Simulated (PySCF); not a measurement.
Mg(Me)(SiH3) (CH6MgSi), SMILES [CH3][Mg][SiH3]. Atoms are numbered in the order given.

```xyz
9

Mg     0.0000     0.0000    -0.6758
C      0.0000     0.0000    -2.7731
H     -0.8817     0.5227    -3.1852
H     -0.0118    -1.0249    -3.1852
H      0.8935     0.5023    -3.1852
Si     0.0000     0.0000     1.9138
H      0.2985    -1.3485     2.5036
H     -1.3170     0.4157     2.5036
H      1.0185     0.9327     2.5036
```

Geometry optimised at B3LYP-D3(BJ)/def2-SVP.

All values below come from ωB97X/def2-TZVPD (PySCF).

Mulliken values depend strongly on the basis, most of all with diffuse functions as here. ESP charges are fitted to the potential on shells at 1.4 to 2.0 van der Waals radii. Atomic charges (e):

```tsv
atom	Mulliken	ESP fit	IAO
Mg1	0.65	0.78	…
C2	-1.01	-0.86	-1.06
H3	0.20	0.15	…
H4	0.20	0.15	…
H5	0.20	0.15	…
Si6	0.10	-0.38	…
H7	-0.11	0.00	-0.11
H8	-0.11	0.00	-0.11
H9	-0.11	0.01	-0.11
```

Task: Fill in the missing entries. (An estimate is asked for; the answer gives what the named calculation found.)

Result: 
- Mg1, IAO: 1.29
- H3, IAO: 0.13
- H4, IAO: 0.13
- H5, IAO: 0.13
- Si6, IAO: -0.26
